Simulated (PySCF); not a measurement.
Compound: C₇H₉Cl.
SMILES with atom numbers: `[Cl:1][C:2]1=[CH:3][C@@H:4]2[CH2:5][CH2:6][C@H:7]1[CH2:8]2` (hydrogens: H9 on C3; H10 on C4; H11, H12 on C5; H13, H14 on C6; H15 on C7; H16, H17 on C8)

Cartesian coordinates in Å at the GFN2-xTB level; atoms count from 1:
```xyz
17
C7H9Cl angstrom
Cl     2.4538   -2.0237    0.4241
C      1.2890   -0.8765   -0.0785
C      1.4792    0.3740   -0.4846
C      0.1067    0.9611   -0.7058
C     -0.5051    1.1455    0.7032
C     -0.7088   -0.3045    1.1811
C     -0.1958   -1.1394   -0.0161
C     -0.6607   -0.2745   -1.1917
H      2.4013    0.9151   -0.5739
H      0.0721    1.8490   -1.3316
H      0.1616    1.7092    1.3536
H     -1.4518    1.6808    0.6367
H     -0.1506   -0.5268    2.0889
H     -1.7608   -0.5200    1.3630
H     -0.4907   -2.1847   -0.0027
H     -1.7392   -0.1311   -1.2223
H     -0.3073   -0.6414   -2.1535
```

Computed, not measured: TDDFT PBE0/def2-SVPD, vertical, gas phase, core orbitals frozen in the response (PySCF 2.14.0, density-fitted response routines).

Excitation energies and transition dipoles (atomic units, axes of the coordinates) of those of the lowest 6 singlets that add 0.02 au or more to the mean polarisability:

| state | ΔE (hartree) | μx | μy | μz |
| --- | --- | --- | --- | --- |
| S1 | 0.2272 | 0.182 | -0.935 | 0.269 |
| S2 | 0.2311 | -0.013 | 0.189 | -0.251 |
| S3 | 0.2406 | 0.072 | -0.109 | -0.047 |
| S4 | 0.2598 | -0.001 | -0.154 | 0.103 |
| S5 | 0.2663 | -0.064 | 0.094 | 0.019 |
| S6 | 0.2689 | -0.035 | 0.041 | -0.153 |

Question: What does each state add to αxx, αyy and αzz, and how do the sums compare with the full static tensor?

Answer: Each state adds 2 μα² / ΔE.

```tsv
state	αxx (au)	αyy (au)	αzz (au)
S1	0.29	7.70	0.63
S2	0.00	0.31	0.55
S3	0.04	0.10	0.02
S4	0.00	0.18	0.08
S5	0.03	0.07	0.00
S6	0.01	0.01	0.17
all 6 states	0.4	8.4	1.5
full response	91.1	94.1	78.1
share (%)	0	9	2
```

The rest comes from the higher roots of the same response equations.

Question: Give the full tensor and its principal values.

Answer: In au, rows and columns x, y, z:
```
x    91.1 -10.1   0.6
y   -10.1  94.1  -5.5
z     0.6  -5.5  78.1
```
Principal values 75.8, 83.8 and 103.7 au; mean 87.8 au (13.00 Å³).

Question: By how much does the contribution of these states grow at 632.8 nm?

Answer: With ω = 0.0720 hartree each state's term in the mean polarisability goes from f / ΔE² to f / (ΔE² − ω²), f = (2/3) ΔE |μ|²; the sum over all 6 states goes from 3.40 to 3.77 au, a rise of 0.37 au.

A one-level model with all 44 active electrons at a single energy would need ΔE = √(N/α) = 19.3 eV to give this α, against S1 at 6.18 eV.
